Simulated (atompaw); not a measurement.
An all-electron radial function and its pseudo partner (C)

Columns: radius, all-electron u(r) and pseudo u(r) of the 2p shell (level -31.77 eV) of carbon in the configuration [He] 2s2 2p0; PBE, scalar-relativistic, PAW (atompaw) scheme, atompaw 4.2.0.5.

```
r (bohr)  all-electron  pseudo
   0.102        0.0658  0.0011
   0.204        0.2000  0.0046
   0.306        0.3485  0.0104
   0.408        0.4862  0.0186
   0.510        0.6025  0.0293
   0.612        0.6938  0.0427
   0.713        0.7613  0.0585
   0.815        0.8085  0.0773
   0.917        0.8353  0.0989
   1.019        0.8441  0.1232
   1.121        0.8376  0.1501
   1.223        0.8188  0.1793
   1.325        0.7904  0.2103
   1.427        0.7549  0.2423
   1.529        0.7146  0.2745
   1.631        0.6714  0.3056
   1.733        0.6266  0.3341
   1.835        0.5816  0.3584
   1.937        0.5373  0.3766
   2.038        0.4946  0.3871
   2.140        0.4533  0.3887
   2.242        0.4141  0.3806
   2.344        0.3771  0.3634
   2.446        0.3425  0.3388
   2.548        0.3102  0.3098
   2.650        0.2803  0.2803
```

Q: How many radial nodes do the two functions have?

A: The all-electron 2p function has n − l − 1 = 0; the pseudo-wave has 0.

Q: Is the pseudo-wave norm-conserving?

A: No, it belongs to a PAW set: the norm inside the radius is not constrained, and the difference is carried by the augmentation charge.
